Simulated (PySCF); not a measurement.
## UHF on Ru⁺ (ruthenium, charge +1)

Configuration: [Kr] 4d6 5s1, high-spin 6D determinant (an excited configuration). Calculation: PySCF 2.14, in x2c-TZVPPall with one added diffuse shell each of s, p, d, f type (9s7p7d3f1g, 95 functions); scalar relativity by spin-free X2C-1e.

- Total energy: -4527.745009 hartree
- One-electron energy: -6228.7130 hartree
- Hartree (Coulomb) energy: 1833.3061 hartree
- Exchange energy: -132.3381 hartree
- ⟨S²⟩: 8.7530
- ⟨L²⟩: 6.028
- Sum of ⟨r⟩: 29.21 bohr
- Sum of ⟨r²⟩: 41.76 bohr²
- Traceless quadrupole moment −½Σ⟨3z² − r²⟩ along its main axis: 0.682 e·bohr²
- Langevin diamagnetic susceptibility: -33.1 ×10⁻⁶ cm³/mol

| shell | electrons | mean orbital energy (hartree) | spread (hartree) | rms radius, mean of both spins (bohr) |
| --- | --- | --- | --- | --- |
| 1s α | 1 | -817.50850 | 0 | 0.0384 |
| 1s β | 1 | -817.50703 | 0 | 0.0384 |
| 2s α | 1 | -120.84880 | 0 | 0.158 |
| 2s β | 1 | -120.80795 | 0 | 0.158 |
| 2p α | 3 | -108.07306 | 0.01045 | 0.140 |
| 2p β | 3 | -108.03465 | 0.00103 | 0.140 |
| 3s α | 1 | -22.89690 | 0 | 0.428 |
| 3s β | 1 | -22.87242 | 0 | 0.428 |
| 3p α | 3 | -18.58067 | 0.02080 | 0.432 |
| 3p β | 3 | -18.55499 | 0.01378 | 0.432 |
| 3d α | 5 | -11.63882 | 0.02485 | 0.419 |
| 3d β | 5 | -11.58237 | 0.03923 | 0.419 |
| 4s α | 1 | -3.98191 | 0 | 1.09 |
| 4s β | 1 | -3.73689 | 0 | 1.09 |
| 4p α | 3 | -2.70479 | 0.05492 | 1.21 |
| 4p β | 3 | -2.39730 | 0.04429 | 1.21 |
| 4d α | 5 | -0.84676 | 0.06487 | 1.68 |
| 4d β | 1 | -0.69882 | 0 | 1.68 |
| 5s α | 1 | -0.54171 | 0 | 3.19 |

Densities and radii are taken from the X2C orbitals without a picture-change correction, which distorts them close to the nucleus.

Spin-orbit constants ζ (cm⁻¹) from the X2C one-electron operator on these orbitals: bare nucleus, nucleus screened by l(l+1)(2l+1)/3 electrons, and screened by the Breit-Pauli mean field of the electrons.

```
shell    bare  screened nucleus  mean field
   2p  709500            677200         n/a
   3p  122000            116400         n/a
   3d   17540             13560         n/a
   4p   17140             16360         n/a
   4d    1443              1115         n/a
```

To first order the Landé constant is A = -223.0 cm⁻¹, so the lowest level has J = 9/2 and lies 0.138 eV below the centre of the term. This holds in LS coupling only.
